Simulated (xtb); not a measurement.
C2H6AlF, charge +1, doublet, from a rough starting geometry (GFN-xTB shapes and energies of metal compounds can be far from the true ones) (a state made from the parent by changing its charge; the spin is typed, not shown lowest); GFN2-xTB (xtb).

xtb was given this input:
```
$ xtb mol.xyz --gfn 2 --chrg 1 --uhf 1 --opt vtight --json

# file mol.xyz
10

Al    -0.37774097     0.28928437    -0.38813428
C      1.45562554     0.04508969    -1.14098918
H      1.81626482    -0.92618614    -0.90093208
H      2.13673325     0.78830429    -0.65488318
H      1.46827915     0.21462334    -2.17860994
C     -1.08996198    -0.30380321     1.36888905
H     -1.63815865    -1.24946506     1.28874690
H     -1.80519361     0.48309408     1.77440224
H     -0.32659695    -0.49806916     2.14714920
F     -1.45449584     1.12439671    -1.32696257
```

It wrote (shortened):

```
   ID    Z sym.   atoms
    1   13 Al     1
    2    6 C      2, 6
    3    1 H      3-5, 7-9
    4    9 F      10

           -------------------------------------------------
          |                Calculation Setup                |
           -------------------------------------------------

           -------------------------------------------------
          |                 G F N 2 - x T B                 |
           -------------------------------------------------

          ...................................................
          :                      SETUP                      :
          :.................................................:
          :  # basis functions                  28          :
          :  # atomic orbitals                  27          :
          :  # shells                           15          :
          :  # electrons                        23          :
          :  max. iterations                   250          :
          :  Hamiltonian                  GFN2-xTB          :
          :  restarted?                      false          :
          :  GBSA solvation                  false          :
          :  PC potential                    false          :
          :  electronic temp.          300.0000000     K    :
          :  accuracy                    1.0000000          :
          :  -> integral cutoff          0.2500000E+02      :
          :  -> integral neglect         0.1000000E-07      :
          :  -> SCF convergence          0.1000000E-05 Eh   :
          :  -> wf. convergence          0.1000000E-03 e    :
          :  Broyden damping             0.4000000          :
          :  net charge                          1          :
          :  unpaired electrons                  1          :
          ...................................................

 iter      E             dE          RMSdq      gap      omega  full diag
   1    -12.8013905 -0.128014E+02  0.147E+01    5.01       0.0  T
   2    -12.8253128 -0.239223E-01  0.957E+00    4.62       1.0  T
   3    -12.7242637  0.101049E+00  0.420E+00    4.46       1.0  T
   4    -12.8318459 -0.107582E+00  0.167E+00    4.67       1.0  T
   5    -12.8340079 -0.216194E-02  0.513E-01    4.76       1.0  T
   6    -12.8343611 -0.353184E-03  0.299E-01    4.77       1.0  T
   7    -12.8343906 -0.295668E-04  0.102E-01    4.81       1.0  T
   8    -12.8344218 -0.311552E-04  0.514E-02    4.80       1.0  T
[...]
 * total energy  :   -12.7097382 Eh     change        0.7420842E-05 Eh
 * total energy  :   -12.7097472 Eh     change       -0.9007882E-05 Eh
 * total energy  :   -12.7097476 Eh     change       -0.4187281E-06 Eh
 * total energy  :   -12.7097481 Eh     change       -0.5008065E-06 Eh
 * total energy  :   -12.7097495 Eh     change       -0.1431150E-05 Eh
 * total energy  :   -12.7097490 Eh     change        0.5403641E-06 Eh
 * total energy  :   -12.7097500 Eh     change       -0.1042165E-05 Eh
 * total energy  :   -12.7097502 Eh     change       -0.2068273E-06 Eh
 * total energy  :   -12.7097502 Eh     change        0.4982770E-08 Eh
 * total energy  :   -12.7097508 Eh     change       -0.5496113E-06 Eh
 * total energy  :   -12.7097510 Eh     change       -0.1901718E-06 Eh
 * total energy  :   -12.7097510 Eh     change       -0.2850021E-07 Eh
   *** GEOMETRY OPTIMIZATION CONVERGED AFTER 44 ITERATIONS ***
         :: total energy             -12.709750982513 Eh    ::
[...]
     5   1 H        0.924     0.180     1.204     1.716
     6   6 C        3.602    -0.151    24.058     7.092
     7   1 H        0.924     0.170     1.266     1.760
     8   1 H        0.924     0.172     1.250     1.749
     9   1 H        0.924     0.162     1.315     1.793
    10   9 F        0.672    -0.186    11.112     3.935

 Mol. C6AA /au·bohr⁶  :        867.453401
 Mol. C8AA /au·bohr⁸  :      34328.144285
 Mol. α(0) /au        :         50.258581

Wiberg/Mayer (AO) data.
largest (>0.10) Wiberg bond orders for each atom

 ---------------------------------------------------------------------------
     #   Z sym  total        # sym  WBO       # sym  WBO       # sym  WBO
 ---------------------------------------------------------------------------
     1  13 Al   3.561 --    10 F    1.349     6 C    0.902     2 C    0.900
     2   6 C    3.820 --     3 H    0.901     4 H    0.901     1 Al   0.900
                             5 H    0.884     6 C    0.183
     3   1 H    0.974 --     2 C    0.901
     4   1 H    0.974 --     2 C    0.901
     5   1 H    0.967 --     2 C    0.884
     6   6 C    3.819 --     9 H    0.905     1 Al   0.902     7 H    0.890
                             8 H    0.888     2 C    0.183
     7   1 H    0.971 --     6 C    0.890
     8   1 H    0.970 --     6 C    0.888
     9   1 H    0.974 --     6 C    0.905
    10   9 F    1.427 --     1 Al   1.349
 ---------------------------------------------------------------------------

Topologies differ in total number of bonds
Writing topology from bond orders to xtbtopo.mol

molecular dipole:
                 x           y           z       tot (Debye)
 q only:        0.546      -0.318       0.469
   full:        0.601      -0.355       0.525       2.221
molecular quadrupole (traceless):
                xx          xy          yy          xz          yz          zz
 q only:        2.312       2.219      -4.510      -9.489      -0.140       2.199
  q+dip:        2.633       2.319      -4.992     -10.220      -0.238       2.359
   full:        0.953       3.531      -2.115      -9.765       1.722       1.162

optimized geometry written to: xtbopt.xyz

           -------------------------------------------------
          | TOTAL ENERGY              -12.709750982513 Eh   |
          | GRADIENT NORM               0.000017927599 Eh/α |
          | HOMO-LUMO GAP               4.501742983833 eV   |
           -------------------------------------------------
```
